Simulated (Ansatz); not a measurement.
One change: `N[SiH](N)[SiH3]` becomes `N[SiH]([SiH3])CCl`.

Ansatz, PBE0-D4/def2-TZVP geometries, multiplicity 1. Each molecule was computed in one conformer, which needn't be the lowest.

```json
{"property": "size of the dipole moment (PBE/def2-TZVPP) / D", "`N[SiH](N)[SiH3]`": "1.32"}
{"property": "HOMO energy (B3LYP/def2-TZVPP) / eV", "`N[SiH](N)[SiH3]`": "-6.69"}
{"property": "LUMO energy (PBE0/def2-TZVPP) / eV", "`N[SiH](N)[SiH3]`": "0.27"}
{"property": "LUMO energy (PBE/def2-TZVPP) / eV", "`N[SiH](N)[SiH3]`": "-0.56"}
{"property": "HOMO–LUMO gap (PBE0/def2-TZVPP) / eV", "`N[SiH](N)[SiH3]`": "7.15"}
{"property": "size of the dipole moment (ωB97M-V/def2-TZVPP) / D", "`N[SiH](N)[SiH3]`": "1.21"}
```

(1) Give the same properties after the change, and the shifts. (An estimate is asked.)

Answers

(1) The calculation gave: 
| property | `N[SiH]([SiH3])CCl` | shift |
| --- | --- | --- |
| size of the dipole moment (PBE/def2-TZVPP) / D | 2.98 | 1.66 |
| HOMO energy (B3LYP/def2-TZVPP) / eV | -7.04 | -0.35 |
| LUMO energy (PBE0/def2-TZVPP) / eV | -0.21 | -0.48 |
| LUMO energy (PBE/def2-TZVPP) / eV | -1.06 | -0.50 |
| HOMO–LUMO gap (PBE0/def2-TZVPP) / eV | 7.05 | -0.10 |
| size of the dipole moment (ωB97M-V/def2-TZVPP) / D | 3.01 | 1.80 |

With PBE0 the HOMO falls by 0.37 eV and the LUMO falls by 0.48 eV, so the gap narrows by about 0.11 eV. PBE moves the HOMO by -0.30 eV and ωB97M-V by -0.44 eV. Dipoles are sizes alone; their direction can turn.

B3LYP here is the variant with VWN-RPA as its local correlation; programs differ in this.
